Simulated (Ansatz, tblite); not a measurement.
Forces on the cluster K3Sn3I9 at its r2SCAN-D4/def2-SVP geometry. Total charge 0; singlet.

In the def2 sets I, Sn take a core potential; there is no spin–orbit coupling. The xTB rows come from tblite. Single mean-field runs in def2-TZVP are fitted with def2-universal-jkfit. Another isomer (singlet) lies 0.40 eV lower at PBE0-D4/def2-TZVP; other spin states weren't run for this one.

GFN1-xTB (tblite), largest force 1.33 eV/Å:

```xyz
15
positions Å, forces eV/Å
K    -4.284   -0.019    0.739    0.544    0.163   -0.097
K     1.079   -0.575   -3.517   -0.112    0.310    0.441
K    -0.560   -2.782    1.063    0.119    0.167    0.011
Sn   -0.917    2.039   -1.030   -0.471   -0.520   -0.640
Sn    4.021   -1.979    0.128   -1.316    0.201    0.062
Sn    1.883    1.679    2.406   -0.530   -0.012   -1.198
I     1.173    4.178    1.348   -0.010   -0.838    0.053
I     2.083   -3.396   -1.503    0.450    0.482    0.425
I    -1.790   -0.817   -1.692    0.256    0.827    0.183
I    -0.158    2.621   -3.799   -0.207   -0.347    0.931
I    -3.675   -2.905    2.176   -0.042   -0.012   -0.013
I    -0.744    0.531    2.437    0.459    0.284   -0.392
I     2.788    0.685   -0.456   -0.097   -0.398    0.844
I     2.709   -2.300    2.619    0.204    0.166   -0.680
I    -3.610    3.040   -0.919    0.753   -0.473    0.069
```

GFN2-xTB (tblite), largest force 1.37 eV/Å:

```
K -0.211 0.007 0.031
K -0.043 -0.074 -0.241
K -0.239 -0.275 0.078
Sn -0.877 0.420 -0.965
Sn -0.456 -0.084 0.109
Sn -0.617 0.410 -0.040
I 0.112 -0.542 0.231
I 0.303 0.213 0.166
I 0.247 0.297 0.108
I -0.113 -0.157 0.723
I 0.015 -0.055 -0.002
I 0.571 0.341 -0.002
I 0.246 -0.338 0.114
I 0.330 0.098 -0.357
I 0.732 -0.261 0.047
```

PBE-D4/def2-TZVP (Ansatz), largest force 0.12 eV/Å:

```
K -0.012 -0.013 0.013
K 0.016 -0.030 0.004
K 0.004 0.026 -0.008
Sn 0.059 0.050 0.090
Sn -0.053 0.038 -0.006
Sn -0.012 -0.097 -0.030
I -0.006 0.018 -0.026
I 0.001 0.011 -0.026
I 0.016 -0.027 -0.003
I 0.028 -0.025 -0.027
I 0.015 0.027 -0.011
I 0.005 0.003 0.004
I -0.013 0.020 -0.002
I -0.012 0.016 0.016
I -0.035 -0.018 0.012
```
